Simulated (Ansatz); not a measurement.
The inner images of a band of CH3ClGeO (7 atoms, charge 0, multiplicity 1) are given out of order.

These are results of Ansatz, RKS B3LYP/def2-SVP, not measurements.

Initial state:

```xyz
7
Properties=species:S:1:pos:R:3
Cl -0.500 -1.620 1.640
C 0.467 -0.671 0.446
O 0.169 -0.868 -0.875
Ge -0.305 0.892 -0.387
H 1.525 -0.735 0.742
H -1.826 1.047 -0.412
H 0.531 1.887 -1.199
```

Final state:

```xyz
7
Properties=species:S:1:pos:R:3
Cl -0.507 -1.176 1.734
C 0.273 -0.332 0.357
O -0.551 -0.419 -0.835
Ge -0.095 1.637 0.055
H 1.229 -0.826 0.156
H -1.444 -0.695 -0.573
H 1.157 1.745 -0.940
```

**Question.** Put them in order from the first end to the last, with their energies above the first end.
A.
```xyz
7
Properties=species:S:1:pos:R:3
Cl -0.355 -1.472 1.818
C 0.287 -0.588 0.400
O -0.326 -0.771 -0.756
Ge -0.388 1.321 -0.025
H 1.385 -0.646 0.365
H -1.318 0.217 -0.890
H 0.775 1.870 -0.958
```
B.
```xyz
7
Properties=species:S:1:pos:R:3
Cl -0.423 -1.255 1.790
C 0.256 -0.382 0.369
O -0.481 -0.627 -0.833
Ge -0.198 1.566 0.042
H 1.269 -0.764 0.207
H -1.415 -0.387 -0.697
H 1.054 1.780 -0.924
```
C.
```xyz
7
Properties=species:S:1:pos:R:3
Cl -0.336 -1.546 1.822
C 0.349 -0.735 0.381
O -0.175 -0.870 -0.752
Ge -0.373 1.231 -0.053
H 1.443 -0.625 0.461
H -1.542 0.612 -0.879
H 0.695 1.865 -1.026
```
D.
```xyz
7
Properties=species:S:1:pos:R:3
Cl -0.365 -1.626 1.760
C 0.410 -0.718 0.418
O -0.013 -0.862 -0.807
Ge -0.331 1.037 -0.196
H 1.498 -0.675 0.594
H -1.760 0.911 -0.719
H 0.622 1.865 -1.095
```
E.
```xyz
7
Properties=species:S:1:pos:R:3
Cl -0.380 -1.369 1.820
C 0.261 -0.455 0.404
O -0.455 -0.698 -0.792
Ge -0.297 1.467 0.049
H 1.316 -0.730 0.285
H -1.268 -0.093 -0.845
H 0.884 1.810 -0.966
```

**Answer.** D (+18.6 kJ/mol), C (+59.8 kJ/mol), A (+122.6 kJ/mol), E (+42.9 kJ/mol), B (+10.4 kJ/mol).

The run took 110 s on 2 threads of Arm Neoverse V1 (shared host), peak memory 0.21 GiB.
